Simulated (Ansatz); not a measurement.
Total energies of `COc1ccc(C(F)(F)C(F)(F)OC)cc1` from Ansatz at PBE-D4/def2-SVP, gas phase (1 Eh = 27.2114 eV = 2625.5 kJ/mol). The reference geometry is relaxed at PBE-D4/def2-SVP.

```json
{"state": "charge 0 singlet", "geometry": "reference", "energy (Eh)": "-935.20998"}
{"state": "charge 1 doublet", "geometry": "reference", "energy (Eh)": "-934.91025"}
{"state": "charge 1 doublet", "geometry": "relaxed at PBE-D4/def2-SVP", "energy (Eh)": "-934.91631"}
{"state": "charge -1 doublet", "geometry": "reference", "energy (Eh)": "-935.16453"}
{"state": "charge -1 doublet", "geometry": "relaxed at PBE-D4/def2-SVP", "energy (Eh)": "-935.17634"}
{"state": "free C atom (triplet)", "geometry": "–", "energy (Eh)": "-37.75124"}
{"state": "free O atom (triplet)", "geometry": "–", "energy (Eh)": "-74.91467"}
{"state": "free F atom (doublet)", "geometry": "–", "energy (Eh)": "-99.53976"}
{"state": "free H atom (doublet)", "geometry": "–", "energy (Eh)": "-0.49863"}
```

Problem. Work out the vertical ionisation energy to the doublet.

Solution. E(charge 1 doublet) − E(charge 0 singlet) = -934.91025 − (-935.20998) = 0.29973 Eh = 8.16 eV. For comparison, −ε of the highest occupied level is 5.55 eV at this level, 2.61 eV less.

Problem. Work out the vertical electron affinity, to the doublet.

Solution. E(charge 0 singlet) − E(charge -1 doublet) = -935.20998 − (-935.16453) = -0.04545 Eh = -1.24 eV; negative, so the extra electron isn't bound. The basis lacks diffuse functions, which makes affinities too small.

Problem. Give the fundamental gap IE − EA, the Mulliken electronegativity (IE + EA)/2 and the hardness (IE − EA)/2.

Solution. From the values in Eh: IE − EA = 0.29973 − (-0.04545) = 0.34518 Eh = 9.39 eV; (IE + EA)/2 = 3.46 eV; (IE − EA)/2 = 4.70 eV. The HOMO–LUMO gap of the same run is 4.28 eV, 5.11 eV smaller than the fundamental gap.

Problem. How much does the charge 1 doublet relax, and what is the adiabatic ionisation energy?

Solution. Relaxation: -934.91025 − (-934.91631) = 0.00606 Eh = 0.16 eV. Adiabatic ionisation energy: 0.29367 Eh = 7.99 eV, without zero-point energy. 

Problem. How much does the charge -1 doublet relax, and what is the adiabatic electron affinity?

Solution. Relaxation: -935.16453 − (-935.17634) = 0.01181 Eh = 0.32 eV. Adiabatic electron affinity: -0.03364 Eh = -0.92 eV, without zero-point energy. 

Problem. What is the binding energy per atom against free atoms?

Solution. Atoms: 10 × (-37.75124) + 2 × (-74.91467) + 4 × (-99.53976) + 10 × (-0.49863) = -930.48708 Eh. Binding: -930.48708 − (-935.20998) = 4.72290 Eh = 128.52 eV, or 4.94 eV for each of 26 atoms (no zero-point energy, no counterpoise term).

At PBE-D4/def2-SVP the highest occupied level of the charge -1 doublet lies above zero (up to 3.74 eV). By energy differences it is unbound by 1.24 eV (vertical, against the charge 0 singlet, at PBE-D4/def2-SVP) and held by the finite basis. At PBE-D4/def2-SVP the highest occupied level of the relaxed charge -1 doublet lies above zero (up to 3.03 eV). By energy differences it is unbound by 0.92 eV (each at its own geometry, against the charge 0 singlet, at PBE-D4/def2-SVP) and held by the finite basis.
